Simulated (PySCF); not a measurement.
These compounds are isomers of formula C4H11NOSi2.

A. `O=C[C@@]1([SiH3])C[C@H]1N[SiH3]`
B. SMILES [SiH3]O[C@H](/C=N\[H])[C@H]1C[SiH2]1
C. SMILES C#C[SiH2]O[Si@@H](C)NC

Spectrum 1. 13C{1H} NMR (computed): δ 102.2 (CH), 90.5 (C), 29.8 (CH3), 0.3 (CH3).

Spectrum 2. 13C{1H} NMR (computed): δ 211.8 (CH), 49.4 (CH), 29.1 (C), 23.8 (CH2).

Spectrum 3. 13C{1H} NMR (computed): δ 173.5 (CH), 82.7 (CH), 17.6 (CH), -0.5 (CH2).

- PBE0/pcSseg-1 with gauge-including orbitals
- GFN2-xTB geometry
- program: PySCF 2.14.0 with density-fitted response routines
- no solvent, one averaged value for each set of equivalent atoms, non-relativistic, one conformer

δ = σ(ref) − σ, references computed at the same level: 13C vs TMS. Shifts are as computed. Against solution values, carbons near 30 ppm lie about +3 ppm off and those near 130 ppm about +5 ppm. Of 1309 compounds with measured shifts, 239 miss one by over three times the rms of a fit or turn the order of signals round; such compounds aren't used in these exercises.

Problem. Match each spectrum to its structure.

Solution. 1–C, 2–A, 3–B.

- Spectrum 1 (C): 4 13C signals; δC 102.2 is a terminal alkyne carbon; δC 90.5 is an alkyne carbon.
- Spectrum 2 (A): 4 13C signals; δC 211.8 is an aldehyde carbonyl carbon; δC 49.4 is a three-membered-ring carbon.
- Spectrum 3 (B): 4 13C signals; δC 82.7 is an sp3 CH bonded to O; δC 17.6 is a three-membered-ring carbon.
